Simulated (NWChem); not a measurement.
System: Si₂NH₆F; SMILES N[SiH2][SiH2]F

NWChem input:

```
start job
memory heap 200 mb stack 900 mb global 1100 mb
geometry units angstroms noautoz
  Si    -0.430494     1.194607    -0.203900
  F      0.963057     1.809474     0.438421
  Si    -0.470057    -1.119588     0.278387
  N      0.914901    -2.018587    -0.317388
  H     -0.386566     1.444194    -1.692080
  H     -1.589095     1.973854     0.367754
  H     -1.715954    -1.703796    -0.338779
  H     -0.516845    -1.296898     1.773145
  H      1.039288    -2.056956    -1.333948
  H      1.816236    -1.798034     0.118192
end
basis spherical
  * library def2-svp
end
dft
  xc xwpbe 1.00 cpbe96 1.0 hfexch 1.00
  cam 0.3 cam_alpha 0.0 cam_beta 1.0
  iterations 150
  vectors input atomic output neutral.movecs
end
task dft energy
charge 1
dft
  odft
  mult 2
  vectors input atomic output cation.movecs
end
task dft energy
```

Excerpt of the output:

```
             Northwest Computational Chemistry Package (NWChem) 7.3.0
             --------------------------------------------------------

 C1  symmetry detected

                             Geometry "geometry" -> ""
                             -------------------------

 Output coordinates in angstroms (scale by  1.889725989 to convert to a.u.)

  No.       Tag          Charge          X              Y              Z
 ---- ---------------- ---------- -------------- -------------- --------------
    1 Si                  14.0000    -0.47416937     1.18427059    -0.26842275
    2 F                    9.0000     0.92918883     1.83865864     0.31035538
    3 Si                  14.0000    -0.47120275    -1.11051683     0.30044137
    4 N                    7.0000     0.90748393    -2.01534724    -0.30102410
    5 H                    1.0000    -0.47542131     1.37837414    -1.76549499
    6 H                    1.0000    -1.62579378     1.97112133     0.30690116
    7 H                    1.0000    -1.72664940    -1.73164037    -0.25858586
    8 H                    1.0000    -0.47352574    -1.23218496     1.80148131
    9 H                    1.0000     1.00357090    -2.09037826    -1.31860760
   10 H                    1.0000     1.81794191    -1.76834151     0.10001553

 Effective nuclear repulsion energy (a.u.)     219.2421233996

  pbe96 is a nonlocal functional; adding pw91lda local functional.

                                 NWChem DFT Module
                                 -----------------

 Summary of "ao basis" -> "ao basis" (spherical)
 ------------------------------------------------------------------------------
       Tag                 Description            Shells   Functions and Types
 ---------------- ------------------------------  ------  ---------------------
 Si                         def2-svp                 8       18   4s3p1d
 F                          def2-svp                 6       14   3s2p1d
 N                          def2-svp                 6       14   3s2p1d
 H                          def2-svp                 3        5   2s1p

            General Information
            -------------------
          SCF calculation type: DFT
          Wavefunction type:  closed shell.
          No. of atoms     :    10
          No. of electrons :    50
           Alpha electrons :    25
            Beta electrons :    25
          Charge           :     0
          Spin multiplicity:     1
          Use of symmetry is: off; symmetry adaption is: off
          Maximum number of iterations: 150
          AO basis - number of functions:    94
                     number of shells:    46
          Convergence on energy requested:  1.00D-06
          Convergence on density requested:  1.00D-05
          Convergence on gradient requested:  5.00D-04

              XC Information
              --------------
                     Hartree-Fock (Exact) Exchange  1.000
                     LC-wPBE(h)Exchange Functional  1.000
            Perdew 1991 LDA Correlation Functional  1.000 local
           PerdewBurkeErnz. Correlation Functional  1.000 non-local

           Range-Separation Parameters
           ---------------------------
           Alpha           :  0.00
           Beta            :  1.00
           Gamma           :  0.30
           Short-Range HF  :     F

             Grid Information
             ----------------
          Grid used for XC integration:  medium
          Radial quadrature: Mura-Knowles
          Angular quadrature: Lebedev.
          Tag              B.-S. Rad. Rad. Pts. Rad. Cut. Ang. Pts.
          ---              ---------- --------- --------- ---------
          Si                  1.10       88          10.0       590
          F                   0.50       49          11.0       434
          N                   0.65       49          12.0       434
          H                   0.35       45          12.0       434
          Grid pruning is: on
          Number of quadrature shells:   544
          Spatial weights used:  Erf1

      Superposition of Atomic Density Guess
      -------------------------------------

 Sum of atomic energies:        -734.00945568

      Non-variational initial energy
      ------------------------------

 Total energy =    -735.160756
 1-e energy   =   -1453.118609
 2-e energy   =     498.715730
 HOMO         =      -0.277358
 LUMO         =       0.015568

   convergence    iter        energy       DeltaE   RMS-Dens  Diis-err
 ---------------- ----- ----------------- --------- --------- ---------
 d= 0,ls=0.0,diis     1   -736.4870438311 -9.56D+02  1.15D-02  7.57D-01
 d= 0,ls=0.0,diis     2   -736.5082598108 -2.12D-02  5.11D-03  7.60D-01
 d= 0,ls=0.0,diis     3   -736.5732962885 -6.50D-02  8.75D-04  1.51D-02
 d= 0,ls=0.0,diis     4   -736.5745822784 -1.29D-03  2.46D-04  1.08D-03
 d= 0,ls=0.0,diis     5   -736.5746890513 -1.07D-04  9.34D-05  1.48D-04
  Resetting Diis
 d= 0,ls=0.0,diis     6   -736.5747063638 -1.73D-05  3.71D-05  5.56D-06
 d= 0,ls=0.0,diis     7   -736.5747075776 -1.21D-06  8.02D-06  1.42D-07
 d= 0,ls=0.0,diis     8   -736.5747076290 -5.14D-08  2.87D-06  3.35D-08

         Total DFT energy =     -736.574707628969
      One electron energy =    -1456.308154517963
           Coulomb energy =      561.563386542433
    Exchange-Corr. energy =      -61.072063053050
 Nuclear repulsion energy =      219.242123399610

 Numeric. integr. density =       50.000002980006

                       DFT Final Molecular Orbital Analysis
                       ------------------------------------

[...]
```

Level: LC-wPBE (HJS exchange hole, range parameter 0.3 per bohr)/def2-SVP, vertical spin-unrestricted ions. The geometry was optimised at PBE-D3(BJ)/def2-SVP.
